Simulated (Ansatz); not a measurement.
Consider the cleavage of the Ga–Ga bond: `[F][GaH][GaH2]` + H₂S → `[F][GaH][SH]` + `[GaH3]`.

Calculated with Ansatz (gas phase, PBE0-D4/def2-TZVP geometries, no zero-point term in ΔE). CCSD(T)/CBS adds triple-zeta CCSD(T) − MP2 to the extrapolated MP2 energy (def2 sets, frozen cores). This one scheme is used for every species. Functionals use def2-TZVPP. For Ga outer-core shells are correlated without core-valence functions, which leaves a few kJ/mol of doubt a bond. Scalar relativity is left out up to krypton. One conformer a species, not always the lowest.

`[F][GaH][GaH2]`:

```xyz
6

F    -2.198   -0.894    0.431
Ga   -0.658   -0.215    0.989
Ga    0.836    0.294   -0.909
H    -0.619   -0.103    2.556
H     0.800    1.701   -1.610
H     1.840   -0.784   -1.458
```

H₂S:

```xyz
3

S     0.608    0.100    0.068
H    -0.273   -0.714    0.669
H    -0.335    0.614   -0.737
```

`[F][GaH][SH]`:

Z-matrix (Å, degrees):
```
Ga
F 1 1.756
S 1 2.183 2 113.1
H 1 1.547 2 118.7 3 180.0
H 3 1.345 1 92.1 2 -0.0
```

`[GaH3]`:

```xyz
4

Ga    0.001    0.000    0.000
H     0.541   -1.254   -0.772
H    -0.027    0.004    1.568
H    -0.514    1.250   -0.796
```

```csv
species,PBE0 energy (Eh)
`[F][GaH][GaH2]`,-3950.81807
H₂S,-399.26243
`[F][GaH][SH]`,-2423.73806
`[GaH3]`,-1926.36107
```

**Question.** Work out ΔE.

**Answer.** ΔE = (-2423.73806) + (-1926.36107) − (-3950.81807) − (-399.26243) = -0.01863 Eh = -11.7 kcal/mol. CCSD(T)/CBS gives -11.9 kcal/mol.

**Question.** What do rigid-rotor, harmonic-oscillator terms from PBE0-D4/def2-TZVP frequencies (298.15 K, 1 bar) make of the CCSD(T)/CBS value? (An estimate is asked.)

**Answer.** The calculation gave: ΔZPE = -0.1 kcal/mol, ΔH = -12.6 kcal/mol, ΔS = -19 J/(mol·K), ΔG = -11.2 kcal/mol.

Largest T1 diagnostic among the species: 0.014.

At CCSD(T), def2-SVP lies −2.5 kcal/mol from the extrapolated value and def2-TZVPP −0.7 kcal/mol. From BLYP to BHLYP (50 % exact exchange), in def2-TZVPP and without D4, ΔE moves by −2.5 kcal/mol. Leaving LDA and LC-ωPBE aside and taking each functional with its dispersion term where it has one, the values, not all of them listed here, spread over 4.5 kcal/mol, from B97M-V to BLYP-D4. LDA lies −1.3 kcal/mol from PBE without D4.
